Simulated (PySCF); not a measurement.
**Copper: a sound run and one with changed settings**

Sound run: Cu²⁺ [Ar] 3d9, Cu³⁺ [Ar] 3d8. Calculation: PySCF 2.14, in aug-cc-pVDZ-DK (7s6p4d2f, 59 functions); scalar relativity by spin-free X2C-1e. The sound run starts from symmetry-adapted Hartree-Fock orbitals and uses a fine grid where one is needed.

Changed run: radial step 1.2 in ln r (0.13 in the sound run). This setting is unsound on purpose.

```tsv
species	method	sound run (hartree)	changed run (hartree)	converged
Cu²⁺	UHF	-1652.27526	-1652.27526	yes
Cu²⁺	TPSS	-1653.74620	-1648.54614	yes
Cu²⁺	M06-2X	-1653.76352	-1651.80885	yes
Cu³⁺	UHF	-1651.01836	-1651.01836	yes
Cu³⁺	TPSS	-1652.39052	-1647.23684	yes
Cu³⁺	M06-2X	-1652.41139	-1650.50832	yes
```

Ionisation energy of Cu²⁺:

| method | sound run (eV) | changed run (eV) |
| --- | --- | --- |
| UHF | 34.202 | 34.202 |
| M06-2X | 36.793 | 35.389 |

A coarse radial grid mis-integrates the density and the exchange-correlation energy, with errors of either sign; Hartree-Fock needs no grid.

For comparison, NIST gives 36.841 ± 0.012 eV between the lowest levels.
